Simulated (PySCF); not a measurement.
A structure optimised at r2SCAN-D4/def2-TZVP, used in a PySCF frequency run:

```
In
H 1 1.7240
H 1 1.7240 2 121.91
As 1 2.5907 2 118.98 3 175.86
H 4 1.5209 1 91.64 2 138.45
H 4 1.5209 5 92.83 1 91.72
```

Task: Write its SMILES, formula and point group.

Result: [AsH2][InH2], AsH4In, Cs

Task: What are its rotational constants (standard atomic weights)?

Result: 55.039, 1.5858, 1.5619 GHz
